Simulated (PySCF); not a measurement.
Screening by computed properties: pick the candidate that meets the target.

All species are isolated and taken at one optimised geometry, non-relativistic unless stated. Electronic properties by PySCF.

Dipoles, sizes and rotational constants follow the conformer. The torsions of the flexible species, by atom-mapped SMILES:
- `[CH3:1][C:2]([CH3:3])[O:4][SiH3:5]`: C1–C2–O4–Si5 -12°
- `[CH2:1][CH2:2][SiH2:3][O:4][CH3:5]`: C1–C2–Si3–O4 62°, C2–Si3–O4–C5 -178°
- `[NH2+:1][SiH:2]1[NH:3][SiH2:4][NH:5]1`: H–N1–Si2–N3 -136°, H–N1–Si2–N3 44°
- `[O:1]=[C:2]1[CH:3]=[C:4]([CH2:5][OH:6])[O:7][CH:8][CH2:9]1`: C3–C4–C5–O6 9°, H–O6–C5–C4 58°
- `[CH3:1][O:2][Si:3]([CH3:4])[CH3:5]`: C1–O2–Si3–C4 62°

(1) Wanted: isotropic g value above 2.0032 (unrestricted B3LYP/pcH-1, mean-field spin–orbit) and smallest rotational constant below 1.9 GHz (GFN2-xTB), at GFN2-xTB geometries. Which candidate meets both?
A. `C[C](C)O[SiH3]` [radical]
B. `O=C1C=C(CO)O[CH]C1` [radical]
C. `[CH2]C[SiH2]OC` [radical]
D. `N1[SiH2]N[SiH]1[NH2+]` [radical]
E. `CO[Si](C)C` [radical]

Results:

(1) B. Computed values:
```csv
species,isotropic g value,smallest rotational constant
CO[Si](C)C [radical],2.00244,2.242 GHz
[CH2]C[SiH2]OC [radical],2.00261,1.934 GHz
C[C](C)O[SiH3] [radical],2.00302,1.876 GHz
O=C1C=C(CO)O[CH]C1 [radical],2.00335,0.896 GHz
N1[SiH2]N[SiH]1[NH2+] [radical],2.00403,2.068 GHz
```
